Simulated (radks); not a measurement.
Values are calculated unless marked as measured or tabulated.
Charge is removed step by step from the 5p level of Er2+, starting from [Xe] 4f12. Level of theory: scalar-relativistic Kohn-Sham, r2SCAN, spin-unpolarised, spherical densities, finite nucleus; meta-GGA in the generalised Kohn-Sham scheme; Fermi nuclear charge, rms radius 5.2516 fm (a radial shooting solver on a logarithmic mesh with Libxc functionals).

removed (e)  E - E(0) (eV)  eigenvalue (eV)  E minus straight line (eV)
0                    0.000          -41.602                       0.000
0.25                10.802          -44.903                      -1.261
0.5                 22.437          -48.259                      -1.690
0.75                34.917          -51.667                      -1.274
1                   48.255          -55.121                       0.000

Removing the whole electron costs 48.255 eV by Delta-SCF, against 41.602 eV from minus the eigenvalue at the starting occupation. Slater's transition state (half an electron removed) gives 48.259 eV. Integrating minus the eigenvalue over the occupation (Janak's theorem) gives 48.293 eV. In this scalar-relativistic scheme the density is built from large components alone, so the theorem holds only approximately. The mean slope of the eigenvalue, de/dn, is 13.5 eV per electron.
